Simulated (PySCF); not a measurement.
In(F)(Br)(Me) (CH3BrFIn), SMILES [CH3][In]([F])[Br]. Atoms are numbered in the order given.

```xyz
7

In    -0.0432     0.6702     0.0000
F     -1.9369     1.2111     0.0000
Br     0.1428    -1.8210     0.0000
C      1.5339     2.1400     0.0000
H      2.5052     1.6299     0.0000
H      1.4222     2.7614    -0.8990
H      1.4222     2.7614     0.8990
```

Coordinates come from a B3LYP-D3(BJ)/def2-SVP optimisation. The structure was generated by enumeration; whether it is a known compound was not checked. The def2 effective core potentials stand for the cores of In; spin–orbit coupling is left out.

All values below come from TDDFT-B3LYP/def2-SVPD (PySCF).

Vertical excitations.  State labels are in the subgroup Cs.

```
state  symmetry  energy (eV)  λ (nm)      f                                              main pairs
-----  --------  -----------  ------  -----  ------------------------------------------------------
S1           A'         4.76     261  0.027                                          HOMO→LUMO 97 %
S2           A"         4.90     253  0.014                                        HOMO−1→LUMO 99 %
S3           A"         5.23     237  0.001                                       HOMO→LUMO+1 100 %
S4           A'         5.55     224  0.013                    HOMO−1→LUMO+1 75 %, HOMO−2→LUMO 22 %
S5           A"         5.87     211  0.003                                      HOMO−2→LUMO+1 99 %
S6           A'         6.11     203  0.346  HOMO−2→LUMO 56 %, HOMO−5→LUMO 19 %, HOMO−1→LUMO+1 17 %
S7           A"         6.52     190  0.011                                        HOMO−4→LUMO 98 %
S8           A'         6.77     183  0.164                      HOMO−5→LUMO 70 %, HOMO−2→LUMO 12 %
S9           A'         6.92     179  0.096                    HOMO−3→LUMO 59 %, HOMO−4→LUMO+1 21 %
S10          A"         7.06     176  0.015                                      HOMO−3→LUMO+1 97 %
T1           A'         4.34     286      0                                          HOMO→LUMO 91 %
T2           A"         4.59     270      0                                        HOMO−1→LUMO 98 %
T3           A'         4.74     262      0                                        HOMO−2→LUMO 90 %
T4           A"         5.12     242      0                                        HOMO→LUMO+1 98 %
```
Triplets are in the Tamm–Dancoff approximation, which puts them higher than full response would, so one can lie above its singlet here.
